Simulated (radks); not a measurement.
The numbers below are computed, except where a source is named.
How relativity changes the ionisation of neutral scandium ([Ar] 3d1 4s2) to Sc+ ([Ar] 3d1 4s1). Spin-unpolarised spherical Kohn-Sham, PBE, point nucleus unless stated (finite: rms radius 3.5459 fm), a radial shooting solver on a logarithmic mesh with Libxc functionals. A level marked "c x" has the speed of light scaled by that factor and shares open shells by 2j + 1; other Dirac levels either fill j = l - 1/2 first or share by 2j + 1.

level                               E(Sc) (hartree)  E(Sc+) (hartree)  IE (eV)   HOMO  <r> HOMO (bohr)
non-rel.                                 -760.38465        -760.13280    6.853     3d            1.846
scalar-rel.                              -764.05640        -763.80295    6.897     3d            1.869
scalar-rel., finite nucleus              -764.05496        -763.80151    6.897     3d            1.869
Dirac, 2j+1 shares                       -764.06267        -763.80922    6.897  3d5/2            1.871
Dirac, low j first                       -764.06334        -763.80994    6.895  3d3/2            1.866
Dirac, 2j+1 shares, finite nucleus       -764.06123        -763.80777    6.897  3d5/2            1.871
Dirac, c x 0.85                          -765.49817        -765.24408    6.914  3d5/2            1.882
Dirac, c x 1.5                           -762.00887        -761.75632    6.872  3d5/2            1.857
Dirac, c x 2                             -761.29624        -761.04399    6.864  3d5/2            1.852

NIST Atomic Spectra Database: 6.561 eV (measured). The relativistic part of the total energy of Sc is -3.677 hartree (Dirac, 2j+1 shares, finite nucleus), 0.48 % of the non-relativistic value. Spin polarisation and multiplet splitting of open shells are left out at every level.

Beside tabulated values, note that spin-unpolarised runs miss the spin-polarisation part of the exchange energy of open shells.
